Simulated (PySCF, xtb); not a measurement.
(Z)-1-bromo-2-chloroethene (C2H2BrCl), SMILES Br/C=C\Cl.

Harmonic wavenumbers (cm⁻¹) from GFN2-xTB run with xtb at its own minimum, in rising order: 119, 353, 472, 628, 722, 778, 810, 1147, 1215, 1613, 3065, 3092.

Problem. What does PBE-D3(BJ)/def2-SVP run with PySCF give at its own minimum? (Estimate from the structure and the level; the computed values follow.)

Solution. 133, 390, 508, 648, 665, 809, 846, 1138, 1237, 1602, 3130, 3155. Paired by order, the mean absolute difference is 33 cm⁻¹ and the zero-point energies are 20.0 and 20.4 kcal/mol.
